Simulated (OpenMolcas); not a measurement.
# Potential curves of Te₂: spin–orbit levels

Computed with OpenMolcas 26.06: state-averaged CASSCF(8,6) over Te 5p, Te 5p, XMS-CASPT2 (IPEA 0.25, imaginary shift 0.2 hartree), scalar X2C, ANO-RCC-VDZP, then RASSI spin–orbit state interaction with atomic mean-field integrals. C2 symmetry about the axis (a holds Σ, Δ, Γ; b holds Π, Φ, H; Σ⁺ and Σ⁻ are not told apart); roots by multiplicity and irrep: 3a 5, 1a 4, 3b 4, 5b 2, 1b 2.

XMS-CASPT2 energies with spin–orbit state interaction in eV from the lowest point. Curves are followed by energy order within each symmetry, so they are adiabatic and may change character at avoided crossings and where g and u states cross; for Ω = 0 the + and − levels are counted together.

```
R (Å)  (1)Ω=0  (2)Ω=0  (1)Ω=3  (2)Ω=2  (2)Ω=1
2.217   1.734   3.072   4.891   5.353   5.494
2.346   0.635   1.924   3.214   3.670   3.794
2.462   0.161   1.401   2.292   2.744   2.852
2.578   0.000   1.190   1.746   2.196   2.290
2.707   0.053   1.186   1.443   1.887   1.968
2.836   0.248   1.266   1.340   1.783   1.853
3.016   0.634   1.325   1.408   1.844   1.894
3.248   1.153   1.553   1.652   2.073   2.094
3.609   1.770   1.925   2.048   2.331   2.322
4.125   2.194   2.239   2.385   2.514   2.512
4.898   2.346   2.373   2.499   2.545   2.509
```

Task: With masses 129.906 and 129.906 u, fit the curves (1)Ω=0, (1)Ω=3, (2)Ω=2 near their minima.

Result: At XMS-CASPT2 with spin–orbit state interaction, Te from the lowest curve (the fit fixes ωe to a per cent or two; the method's Re and ωe can be off by some per cent):

```tsv
curve	Te (cm⁻¹)	Re (Å)	ωe (cm⁻¹)
(1)Ω=0	0	2.606	234.1
(1)Ω=3	10850	2.861	170.0
(2)Ω=2	14410	2.865	168.2
```

The 5 lowest clean curves are shown; the next is (4)Ω=0, from 2.17 eV. Left out for impure symmetry, kinks or missing points, though low: (1)Ω=1, (1)Ω=2, (3)Ω=0. g and u states are not told apart. Only roots inside an energy window near the equilibrium distance were included, so the list of states is not complete; labels number the states computed. Each spin and symmetry block has orbitals of its own, averaged over its own roots, so gaps between blocks are less sure than gaps within one and near the minimum can be off by tenths of an eV, in bad cases by more. No Rydberg orbitals are active, so Rydberg states, and σ→σ* states whose orbital the CASSCF left unused, can be missing between those listed. CASPT2 splits the two components of degenerate states numerically, here by up to 79 cm⁻¹. At stretched bonds a block can hold a wrong CASSCF solution and miss its lowest state; points past a visible jump are left out. No roots were computed in block 5a (none fell in the window or the block failed), so states of that kind are missing and can lie low or lowest. Points that failed a check (symmetry, reference weights, a jump) are left out.
